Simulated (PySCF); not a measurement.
How methods differ on the ionisation energy of Mo²⁺

Mo²⁺ [Kr] 4d4 (5D) → Mo³⁺ [Kr] 4d3 (4F), as a difference of total energies. Calculation: PySCF 2.14, in aug-cc-pVDZ-PP with ECP28MDF; scalar relativity through the core potential. Correlated levels: valence: 4s2 4p6 frozen. The calculations carry no spin-orbit coupling.

```json
{"method": "UHF", "ionisation energy (eV)": "26.088"}
{"method": "MP2 (valence)", "ionisation energy (eV)": "26.497"}
{"method": "SCS-MP2 (valence)", "ionisation energy (eV)": "26.225"}
{"method": "CCSD (valence)", "ionisation energy (eV)": "26.567"}
{"method": "CCSD(T) (valence)", "ionisation energy (eV)": "26.571"}
```

Problem. How much does correlation contribute at CCSD(T) (valence)?

Solution. 26.571 − (26.088) = 0.483 eV, measured against UHF.

The reference lies between the lowest fine-structure levels, while these numbers refer to the centres of the terms.

Errors of the correlated levels include the incompleteness of this basis and the frozen core.

For comparison: 27.13 ± 0.12 eV (semi-empirical (NIST evaluation); NIST Atomic Spectra Database, ionization energies).
